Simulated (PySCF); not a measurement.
# Field gradients at the hydrogen positions

C2H16Si5.
Atom-mapped SMILES: `[CH3:1][SiH2:2][Si@H:3]([SiH3:4])[SiH2:5][CH2:6][SiH3:7]` (hydrogens: H8, H9, H10 on C1; H11, H12 on Si2; H13 on Si3; H14, H15, H16 on Si4; H17, H18 on Si5; H19, H20 on C6; H21, H22, H23 on Si7)

Cartesian coordinates in Å at the GFN2-xTB level; atoms count from 1:
```
atom  x, y, z in Å
C1     3.1675   -0.2842   -1.2704
Si2    1.9516    1.1372   -0.9354
Si3    0.4436    0.4275    0.6980
Si4    1.4950   -0.2104    2.6728
Si5   -1.0355   -1.1837   -0.1117
C6    -2.4285   -0.3958   -1.1451
Si7   -3.7285    0.5755   -0.1640
H8     3.9001   -0.0172   -2.0257
H9     3.7104   -0.5564   -0.3694
H10    2.6469   -1.1719   -1.6191
H11    1.3276    1.4829   -2.2239
H12    2.7570    2.3144   -0.5748
H13   -0.3626    1.6268    1.0347
H14    2.3913    0.8147    3.2151
H15    2.3266   -1.4000    2.4619
H16    0.5672   -0.5492    3.7547
H17   -1.6673   -2.0138    0.9262
H18   -0.3363   -2.1417   -0.9901
H19   -1.9781    0.2656   -1.8864
H20   -2.9377   -1.1769   -1.7107
H21   -4.7446    1.1095   -1.0768
H22   -4.3801   -0.3111    0.8028
H23   -3.0905    1.6850    0.5473
```

Level: PBE0/pcSseg-1 (PySCF, non-relativistic); Q(2H) = 0.00286 b; rigid geometry, the same for H and D, with no vibrational averaging.

Problem. Rank these positions by the coupling χzz of a deuteron there, largest first.
A. H13 (Si–H hydrogen)
B. H15 (Si–H hydrogen)
C. H8 (methyl hydrogen)
D. H19 (methylene hydrogen)

Solution. C (219 kHz), D (214 kHz), B (109 kHz), A (104 kHz).

Problem. Give the electric field gradient Vzz (the principal value of largest size), its asymmetry and the 2H coupling at each hydrogen.

Solution. 
```
atom  bonded to  bond length (Å)  Vzz (au)     η  χzz (kHz)
  H8         C1            1.086    0.3266  0.01        219
  H9         C1            1.087    0.3237  0.01        217
 H10         C1            1.086    0.3235  0.01        217
 H11        Si2            1.473    0.1585  0.01        106
 H12        Si2            1.471    0.1593  0.01        107
 H13        Si3            1.484    0.1542  0.01        104
 H14        Si4            1.466    0.1636  0.00        110
 H15        Si4            1.467    0.1629  0.00        109
 H16        Si4            1.465    0.1641  0.00        110
 H17        Si5            1.471    0.1590  0.02        107
 H18        Si5            1.476    0.1561  0.01        105
 H19         C6            1.091    0.3184  0.01        214
 H20         C6            1.091    0.3195  0.01        215
 H21        Si7            1.467    0.1608  0.01        108
 H22        Si7            1.465    0.1621  0.01        109
 H23        Si7            1.464    0.1621  0.02        109
```

Problem. Average by the element that carries the hydrogen.

Solution. on C: 217 kHz over 5 positions, mean bond length 1.088 Å; on Si: 108 kHz over 11 positions, mean bond length 1.470 Å.

Problem. How does χzz go with the bond length over the 11 Si–H bonds?

Solution. A straight-line fit has a slope of -3.3 kHz for each 0.01 Å, with a correlation coefficient of -0.95, over lengths from 1.464 to 1.484 Å. The longer bonds have the smaller couplings here.

Problem. Give the 2H NMR doublet splittings at H10 for a magnetic field along the z, y and x axes of the gradient: 3χ/2, 3χ(1 + η)/4, 3χ(1 − η)/4.

Solution. With |χ| = 217.4 kHz and η = 0.009: 326, 165 and 162 kHz, to first order and without motion.

Geometry: GFN2-xTB, one conformer, isolated molecule. GFN2-xTB bond lengths can be off by several hundredths of an ångström, more for odd bonds, and the gradients follow them. The basis is small and wasn't made for field gradients, so the couplings can be 20 % off.
